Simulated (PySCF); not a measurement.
TlGa: frontier orbitals

B3LYP at R = 2.923 Å; PySCF, scalar-relativistic core potentials, basis sets Tl def2-SVP with ECP60, Ga def2-SVP. State: ³Π (triplet), unpaired electrons σ ↑, π ↑. Only the outer orbitals are listed, counted within each symmetry, core potentials removing the inner ones.

| spin | orbital | occ. | ε (eV) | on Tl (%) | main shells (%) |
| --- | --- | --- | --- | --- | --- |
| α | 10σ | 1 | -11.36 | 67 | 66 Tl s, 30 Ga s |
| α | 11σ | 1 | -9.01 | 35 | 64 Ga s, 30 Tl s |
| α | 12σ | 1 | -4.12 | 48 | 49 Ga p, 45 Tl p |
| α | 6π | 1 | -3.86 | 47 | 52 Ga p, 47 Tl p |
| α | 6π | 0 | -2.74 | 53 | 52 Tl p, 47 Ga p |
| α | 7π | 0 | -1.36 | 53 | 52 Tl p, 47 Ga p |
| α | 7π | 0 | -1.12 | 48 | 52 Ga p, 47 Tl p |
| β | 10σ | 1 | -10.63 | 72 | 71 Tl s, 26 Ga s |
| β | 11σ | 1 | -8.26 | 30 | 69 Ga s, 26 Tl s |
| β | 6π | 0 | -2.53 | 54 | 54 Tl p, 45 Ga p |
| β | 12σ | 0 | -2.20 | 53 | 51 Tl p, 44 Ga p |
| β | 6π | 0 | -2.16 | 57 | 57 Tl p, 42 Ga p |

Q: Which are the highest filled and the lowest empty level, where do they sit, and how wide is the gap?

A: Highest filled α 6π at -3.86 eV (in %: 52 Ga p, 47 Tl p); lowest empty α 6π at -2.74 eV (in %: 52 Tl p, 47 Ga p); the gap at B3LYP is 1.12 eV. Both belong to one degenerate shell, split only by its one-sided filling, so this is no excitation gap.

- bond order (Mayer): 1.12
- ⟨S²⟩: 2.003
- charge on Tl (Mulliken, basis-dependent): 0.02
- charge on Tl (Löwdin, basis-dependent): 0.02
- dipole moment (positive dipole means Tl(−)Ga(+)): -0.59 D
- polarisability along the bond: 197.6 bohr³
- polarisability across the bond: 58.5 bohr³

Spin–orbit coupling is left out, which matters for elements this heavy, above all for dissociation energies. The state is the lowest determinant that a PBE0 search found; another state may lie lower at other levels.
